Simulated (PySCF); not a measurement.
**Electron correlation in Be²⁺ (beryllium, charge +2)**

1s2, closed-shell 1S. Computed with PySCF 2.14 in aug-cc-pCVTZ (7s6p4d2f, 59 functions), with no relativity, point nucleus. Frozen: nothing; 2 electrons correlated.

With two correlated electrons CCSD is exact within the correlated space (frozen core and kept virtual orbitals).

| level | correlation energy (mhartree) |
| --- | --- |
| CCSD | -40.79 |

Diagnostics: T1 = 0.00019, D1 = 0.0003, largest double amplitude 0.016.

Is a single reference adequate?

Yes: T1 lies below 0.03 and no double amplitude reaches 0.07.
